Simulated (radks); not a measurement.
Effect of the nuclear size on the aluminium ion Al+, [Ne] 3s2. Method: Dirac Kohn-Sham, BLYP, spin-unpolarised, spherical densities, finite nucleus; Fermi nuclear charge, rms radius 3.061 fm; computed with a radial shooting solver on a logarithmic mesh with Libxc functionals. The rms radius is varied about that value; shifts are against it.

rms radius (fm)  total energy shift (eV)  density at nucleus (e/bohr^3)  1s1/2 shift (meV)
2.6998                         -0.000827                           1507             -0.343
2.9018                         -0.000377                           1506             -0.156
3.061                                  0                           1505              0.000
3.3334                          0.000691                           1503              0.287
3.7956                           0.00200                           1501              0.828

Slopes of the eigenvalues against <r^2> in GHz/fm^2, as finite differences over the two radii next to the reference (eigenvalue slopes, not the field-shift constants of lines): 1s1/2 39.8.
